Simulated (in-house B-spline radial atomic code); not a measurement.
How numerical settings move a run on N IV (N3+), [He] 2s2. Computed with an all-electron radial atomic-structure program (B-spline basis): scalar-relativistic (X2C) TPSS, spin-polarised, spherical fractional occupations, Fermi nucleus of rms radius 2.5582 fm.

Command:
```bash
python run_scf.py task.json out
```
Settings of the sound reference run:
```
Z                7
electrons        4
configuration    [He] 2s2
hamiltonian      x2c
method           tpss,tpss
spin_polarised   True
nucleus          fermi
rms_radius       2.5582
mass_number      14
atomic_mass      14.00307
speed_of_light   137.036
knot_spacing     0.22
spline_order     8
gauss_points     12
box_radius       16.22
max_iterations   70
damping          0.5
damped_steps     3
diis_vectors     10
tolerance        1e-08
start            Thomas-Fermi
```

Run time, properties included: 0.31 s on 1 thread of Arm Neoverse N1, on a shared host.

It converges in 7 iterations to -51.238246 hartree, with 2s up at -68.4868 eV. The other runs change the listed settings, some to values that make no sense; their results aren't properties of the atom or ion. Radii are in bohr (the nuclear one in fm), a minus after a letter asks for a j subshell, and «unchanged» means within 1e-8 hartree. The run stops when the residual is below 10 × tolerance × max(1, Z/10), or a noise floor if that is larger, and the energy moves by less than 1e-8 × √|E| hartree; so very loose and very tight tolerances often act alike.

| changed settings | outcome |
| --- | --- |
| knot_spacing = 1 | converged in 7 iterations, energy +1.62e-02 hartree from the reference, 2s up level +2.4e-02 eV |
| gauss_points = 4 | converged in 7 iterations, energy +9.97e-07 hartree from the reference, 2s up level +1.7e-05 eV |
| knot_spacing = 0.55 | converged in 7 iterations, energy +3.63e-04 hartree from the reference, 2s up level +2.2e-03 eV |
| knot_spacing = 1.4 | converged in 7 iterations, energy +2.64e-02 hartree from the reference, 2s up level +3.0e-03 eV |
| knot_spacing = 0.75 | converged in 7 iterations, energy +6.40e-04 hartree from the reference, 2s up level +7.0e-03 eV |
| knot_spacing = 0.4 | converged in 7 iterations, energy +1.74e-04 hartree from the reference, 2s up level +4.5e-03 eV |
| knot_spacing = 0.3 | converged in 7 iterations, energy +1.36e-04 hartree from the reference, 2s up level +2.4e-03 eV |
| knot_spacing = 0.1 | converged in 7 iterations, energy -4.87e-05 hartree from the reference, 2s up level -2.7e-04 eV |
| first_knot = 0.143, max_iterations = 50, diis_vectors = 2 | converged in 7 iterations, energy +5.37e-03 hartree from the reference, 2s up level +3.3e-03 eV |
| electrons = 5, configuration = [He] 2s3, max_iterations = 75 | stopped with error: shell 2s holds at most 1 electrons (per spin) |
| hamiltonian = dirac, method = hf | stopped with error: spin polarisation is not served with the Dirac Hamiltonian |
| gauss_points = 5 | converged in 7 iterations, energy -7.15e-08 hartree from the reference, 2s up level +1.5e-06 eV |
| spline_order = 6, gauss_points = 8, max_iterations = 60 | converged in 7 iterations, energy -2.64e-06 hartree from the reference, 2s up level -2.9e-04 eV |
| gauss_points = 6 | converged in 7 iterations, energy -3.49e-08 hartree from the reference, 2s up level -8.1e-07 eV |
| tolerance = 1e-06 | converged in 6 iterations, energy unchanged, 2s up level +1.1e-05 eV |
| gauss_points = 16 | converged in 7 iterations, energy -1.22e-08 hartree from the reference |

(1) What happens with first_knot = 1.43e-05, max_iterations = 100, damping = 0.2, damped_steps = 8, start = bare nucleus?

(2) What happens with spline_order = 4, max_iterations = 50, damping = 0.2, diis_vectors = 1?

(3) What happens with gauss_points = 3?

(4) What happens with knot_spacing = 0.15?

Answers

(1) Converged in 8 iterations, energy -4.60e-06 hartree from the reference, 2s up level -2.3e-04 eV.

(2) Converged in 7 iterations, energy -1.90e-06 hartree from the reference, 2s up level -3.1e-04 eV.

(3) Not converged after 70 iterations, last residual 6.7e+01, last energy +8.88e+04 hartree from the reference.

(4) Converged in 7 iterations, energy -4.02e-05 hartree from the reference, 2s up level -8.5e-05 eV.
